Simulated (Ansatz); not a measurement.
Geometry optimisation, DFT PBE, scalar-relativistic, plane waves, PAW (Ansatz).

Input:

```yaml
crystal:
  lattice:
    - [0.0, 5.43, 5.43]
    - [5.43, 0.0, 5.43]
    - [5.43, 5.43, 0.0]
  atoms:
    - { symbol: Si, position: [0.0, 0.0, 0.0] }
    - { symbol: Si, position: [0.125, 0.125, 0.125] }
    - { symbol: Si, position: [0.0, 0.0, 0.5] }
    - { symbol: Si, position: [0.125, 0.125, 0.625] }
    - { symbol: Si, position: [0.0, 0.5, 0.0] }
    - { symbol: Si, position: [0.125, 0.625, 0.125] }
    - { symbol: Si, position: [0.0, 0.5, 0.5] }
    - { symbol: Si, position: [0.125, 0.625, 0.625] }
    - { symbol: Si, position: [0.5, 0.0, 0.0] }
    - { symbol: Si, position: [0.625, 0.125, 0.125] }
    - { symbol: Si, position: [0.5, 0.0, 0.5] }
    - { symbol: Si, position: [0.625, 0.125, 0.625] }
    - { symbol: Si, position: [0.5, 0.5, 0.0] }
    - { symbol: Si, position: [0.625, 0.625, 0.125] }
    - { symbol: Si, position: [0.5, 0.5, 0.5] }
    - { symbol: Si, position: [0.625, 0.625, 0.625] }
    - { symbol: Cu, position: [0.7399817, 0.261797, 0.7489561] }
total_charge: 1
basis:
  ecutwfc: 420.0
kpoints:
  mp_grid: { grid: [2, 2, 2] }
hamiltonian:
  xc: pbe
  pseudopotentials: { kind: paw, azcp: { folder: soft_1 } }
scf:
  occupations: { method: gaussian, width: 0.02 }
  lower_state_search: "off"
relax:
  f_tol: 0.03
  max_steps: 60
  adjacent_minimum: "off"
```

Command:

```bash
$ ansatz run input.yaml --threads 1 --pin off --max-ram 3072MiB --backend cpu --events-out ev --progress --plain --runs-dir out
```

Q: Where does it end, and by what steps?

A: It converged. Limits of this set-up: coarse k mesh, a small cell, in which the defect meets its images, charged cell in a uniform background, uncorrected. After 7 steps the energy has fallen by 0.155 eV; Si16 moved furthest, 0.24 Å.

```
step  energy less start (eV)  largest force component (eV/Å)  accepted
   0                  0.0000                           0.746       yes
   1                 -0.1068                           0.241       yes
   2                 -0.1237                           0.130       yes
   3                 -0.1345                           0.091       yes
   4                 -0.1444                           0.125       yes
   5                 -0.1525                           0.080       yes
   6                 -0.1551                           0.042       yes
   7                 -0.1552                           0.029       yes
```

```xyz
17
Lattice="0.0000 5.4300 5.4300 5.4300 0.0000 5.4300 5.4300 5.4300 0.0000" Properties=species:S:1:pos:R:3
Si -0.043 0.064 -0.046
Si 1.312 1.402 1.310
Si 2.650 2.758 -0.046
Si 4.074 4.071 1.299
Si 2.663 0.051 2.663
Si 4.016 1.387 4.012
Si 5.473 2.672 2.710
Si 6.757 4.129 4.013
Si -0.045 2.760 2.648
Si 1.304 4.072 4.070
Si 2.842 5.303 2.838
Si 4.073 6.841 4.070
Si 2.713 2.673 5.470
Si 4.015 4.130 6.755
Si 5.472 5.432 5.470
Si 6.929 6.646 6.923
Cu 5.583 7.993 5.580
```

Run time: 42 s on 1 thread of Arm Neoverse V2, on a shared host, peak memory 0.56 GiB.
